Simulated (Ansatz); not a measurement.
Reaction (SMILES): C#C[SiH3] + 4 [H][H] (H2) → 2 C (CH4) + [SiH4] (SiH4)
Structures are relaxed separately at B3LYP-D3(BJ)/def2-TZVP in Ansatz (a quantum-chemistry and plane-wave program).

Quantity: energy of full hydrogenation (electronic energy difference), in kJ/mol. Correlated levels leave the core frozen unless marked. Spin-orbit coupling is left out. No relativistic terms. CBS(X,Y): correlation extrapolated as X^-3; Hartree-Fock from the larger set.

```json
[
 {"level": "HF/STO-3G", "program": "Ansatz", "energy of full hydrogenation (kJ/mol)": "-635.0"},
 {"level": "HF/aug-cc-pV(D+d)Z", "program": "Ansatz", "energy of full hydrogenation (kJ/mol)": "-490.1"},
 {"level": "RI-HF/aug-cc-pV(Q+d)Z", "program": "Ansatz", "energy of full hydrogenation (kJ/mol)": "-465.9"},
 {"level": "BLYP-D4/def2-TZVPD", "program": "Ansatz + dftd4", "energy of full hydrogenation (kJ/mol)": "-403.2"}
]
```

Question: What does CCSD(T)/CBS(cc-pV(T+d)Z,cc-pV(Q+d)Z) (Ansatz) give?

Answer: -433.7 kJ/mol
